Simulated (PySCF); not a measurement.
NbCl4, SMILES [Cl][Nb]([Cl])([Cl])[Cl] (connectivity only; charge and spin as stated), neutral, multiplicity 2.

Geometry optimised at PBE-D3(BJ)/def2-SVP. The spin state was assumed, not searched. The isomer is the one that the SMILES or the coordinates give; other isomers of the formula were not compared. The def2 effective core potentials stand for the cores of Nb; spin–orbit coupling is left out.

Level of theory: TDA-PBE/def2-SVPD (PySCF).

Vertical excitations; the highest root listed may be one member of a degenerate set. The molecule is in vacuum.

Computed UV-visible absorptions:
```json
[
 {"state": "root 1", "energy (eV)": "0.26", "λ (nm)": "4769", "f": "0.000", "main pairs": "α HOMO→LUMO 100 %"},
 {"state": "root 2", "energy (eV)": "1.14", "λ (nm)": "1086", "f": "0.001", "main pairs": "α HOMO→LUMO+1 (degenerate set)"},
 {"state": "root 3", "energy (eV)": "1.14", "λ (nm)": "1086", "f": "0.001", "main pairs": "α HOMO→LUMO+2 (degenerate set)"},
 {"state": "root 4", "energy (eV)": "1.73", "λ (nm)": "719", "f": "0.008", "main pairs": "α HOMO→LUMO+3 99 %"},
 {"state": "root 5", "energy (eV)": "3.64", "λ (nm)": "341", "f": "0.003", "main pairs": "α HOMO−1→LUMO 72 %, β HOMO→LUMO 26 %"},
 {"state": "root 6", "energy (eV)": "3.72", "λ (nm)": "334", "f": "0.003", "main pairs": "α HOMO−2→LUMO, β HOMO−1→LUMO (degenerate set)"},
 {"state": "root 7", "energy (eV)": "3.72", "λ (nm)": "334", "f": "0.003", "main pairs": "α HOMO−3→LUMO, β HOMO−2→LUMO (degenerate set)"},
 {"state": "root 8", "energy (eV)": "3.95", "λ (nm)": "314", "f": "0.000", "main pairs": "α HOMO→LUMO+4 100 %"},
 {"state": "root 9", "energy (eV)": "4.07", "λ (nm)": "305", "f": "0.007", "main pairs": "α HOMO−2→LUMO, β HOMO−1→LUMO (degenerate set)"},
 {"state": "root 10", "energy (eV)": "4.07", "λ (nm)": "305", "f": "0.007", "main pairs": "α HOMO−3→LUMO, β HOMO−2→LUMO (degenerate set)"}
]
```
Unrestricted roots are not spin-pure.
